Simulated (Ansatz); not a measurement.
One change: `CB([SeH])[SeH]` becomes `CB(Cl)[SeH]`.

Ansatz, PBE0-D4/def2-TZVP geometries, multiplicity 1. Each molecule was computed in one conformer, which needn't be the lowest.

Scalar relativity is left out up to krypton.

```tsv
property	`CB([SeH])[SeH]`
HOMO–LUMO gap (ωB97M-V/def2-TZVPP) / eV	10.15
LUMO energy (B3LYP/def2-TZVPP) / eV	-0.99
LUMO energy (ωB97M-V/def2-TZVPP) / eV	1.11
HOMO–LUMO gap (PBE/def2-TZVPP) / eV	4.18
LUMO energy (PBE0/def2-TZVPP) / eV	-0.84
LUMO energy (PBE/def2-TZVPP) / eV	-1.69
```

**Question.** Give the same properties after the change, and the shifts. (Best estimate.)

**Answer.** Computed: 
```json
{"property": "HOMO–LUMO gap (ωB97M-V/def2-TZVPP) / eV", "`CB(Cl)[SeH]`": "10.72", "shift": "0.57"}
{"property": "LUMO energy (B3LYP/def2-TZVPP) / eV", "`CB(Cl)[SeH]`": "-1.17", "shift": "-0.18"}
{"property": "LUMO energy (ωB97M-V/def2-TZVPP) / eV", "`CB(Cl)[SeH]`": "1.02", "shift": "-0.09"}
{"property": "HOMO–LUMO gap (PBE/def2-TZVPP) / eV", "`CB(Cl)[SeH]`": "4.56", "shift": "0.38"}
{"property": "LUMO energy (PBE0/def2-TZVPP) / eV", "`CB(Cl)[SeH]`": "-1.00", "shift": "-0.16"}
{"property": "LUMO energy (PBE/def2-TZVPP) / eV", "`CB(Cl)[SeH]`": "-1.90", "shift": "-0.21"}
```

With PBE0 the HOMO falls by 0.63 eV and the LUMO falls by 0.16 eV, so the gap widens by about 0.47 eV. PBE moves the HOMO by -0.59 eV and ωB97M-V by -0.67 eV.

B3LYP here is the variant with VWN-RPA as its local correlation; programs differ in this.

Spin–orbit coupling is left out; it splits and shifts lone-pair levels of the heavy atoms by tenths of an eV.
